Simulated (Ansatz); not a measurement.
Basis-set extrapolation for CH$_{9}$AlBNSi (PBE0-D4/def2-TZVP geometry, frozen core, Ansatz). Multiplicity 1, RHF reference.

```csv
,def2-TZVPP,def2-QZVPP
HF,-653.155831,-653.177871
MP2 correlation,-0.724449,-0.772350
CCSD(T) correlation,-0.816557,not run
```

Energies in hartree. Use E(X) = E(∞) + A·exp(−7.88·√X) for Hartree–Fock and E(X) = E(∞) + B·X^(−2.97) for correlation, with X = 3 and 4, and add CCSD(T) minus MP2 of the smaller set to the MP2 limit.

Q: What is the CCSD(T) energy at the basis-set limit?

A: HF limit: -653.177871 + (-0.022040) × 0.13774 = -653.18091. MP2 limit: -0.772350 + (-0.047901) × 0.74074 = -0.80783. Higher-order term: -0.816557 − (-0.724449) = -0.09211. Total: -654.08085 hartree, 284.8 kJ/mol below CCSD(T)/def2-TZVPP.
